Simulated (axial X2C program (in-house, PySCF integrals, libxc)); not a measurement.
# ONdO: the levels of the configuration f(δφ)2 f(π)0

Computed with an in-house all-electron X2C program for linear molecules (integrals from PySCF): two-component X2C with atomic mean-field Coulomb and Gaunt terms, basis O dyall-v3z, Nd dyall-v3z (cores contracted in-house). Orbitals come from Hartree–Fock averaged over the configuration Nd f(δφ)2 f(π)0; CI then distributes these electrons over the f(δφ), f(π) shells of Nd.

O–Nd–O held linear, both bonds 1.755 Å (near the minimum of the configuration average).

Active spinors (ω > 0):

```tsv
shell	ω	ε (eV)	character
f(δφ)	3/2	4.16	100% Nd f
f(δφ)	5/2	4.32	100% Nd f
f(δφ)	5/2	4.83	100% Nd f
f(δφ)	7/2	5.04	100% Nd f
f(π)	1/2	5.94	94% Nd f, 4% Nd p
f(π)	3/2	5.94	94% Nd f, 4% Nd p
```

Lowest levels of this model:

| Ω | energy (cm⁻¹) | g∥ | configuration |
| --- | --- | --- | --- |
| 4 | 0 | 6.07 | 100% f(δφ)2 |
| 5 | 2292 | 10.03 | 100% f(δφ)2 |
| 6 | 4491 | 14.00 | 100% f(δφ)2 |
| 0 | 5304 | 0.00 | 100% f(δφ)2 |
| 1 | 6503 | 3.76 | 100% f(δφ)2 |
| 1 | 12144 | 2.15 | 100% f(δφ)2 |
| 0 | 12176 | 0.00 | 100% f(δφ)2 |
| 2 | 12844 | 5.95 | 100% f(δφ)2 |
| 0 | 13318 | 0.00 | 100% f(δφ)2 |
| 0 | 15174 | 0.00 | 100% f(δφ)2 |
| 1 | 19055 | 2.01 | 100% f(δφ)2 |
| 4 | 21640 | 8.03 | 100% f(δφ)2 |
| 6 | 26691 | 12.01 | 100% f(δφ)2 |
| 0 | 27895 | 0.00 | 100% f(δφ)2 |
| 5 | 28216 | 10.03 | 100% f(δφ)2 |

g∥ is the magnitude of 2⟨Lz + ge Sz⟩ for the +Ω component.

Q: From Ω and g∥ of the lowest level, whose 2⟨Lz + ge Sz⟩ is positive, find ⟨Sz⟩ and ⟨Lz⟩ (ge = 2.0023).

A: Ω = ⟨Lz⟩ + ⟨Sz⟩ = 4 and ⟨Lz⟩ + ge⟨Sz⟩ = 3.035, so ⟨Sz⟩ = -0.96 and ⟨Lz⟩ = 4.96.

Occupations of the active spinors in the lowest level by ω, shell by shell in order of energy: -7/2: 0.00; -5/2: 0.00 0.00; -3/2: 0.00 0.00; -1/2: 0.00; 1/2: 0.00; 3/2: 1.00 0.00; 5/2: 0.19 0.81; 7/2: 0.00. The leading determinant has weight 0.81 among 5.

This point took 5.6 s on 1 thread of Intel(R) Xeon(R) Platinum 8259CL CPU @ 2.50GHz (Skylake/Cascade Lake) (shared host).

There is no dynamic correlation: spin–orbit spacings and, for f shells, spacings inside one term are the most reliable numbers, splittings between terms come out too wide, and energies between configurations are not reliable, so the lowest level need not be the ground state of the molecule. At most 6 roots were kept for each Ω > 0 (twice that for Ω = 0) within 3.5 eV of the lowest, so higher up levels can be missing between those listed; levels with Ω > 0 are doubly degenerate and listed once, Ω = 0 levels singly. States that fill the shells left empty in the average are placed too high. The molecule was held linear; bending was not examined.
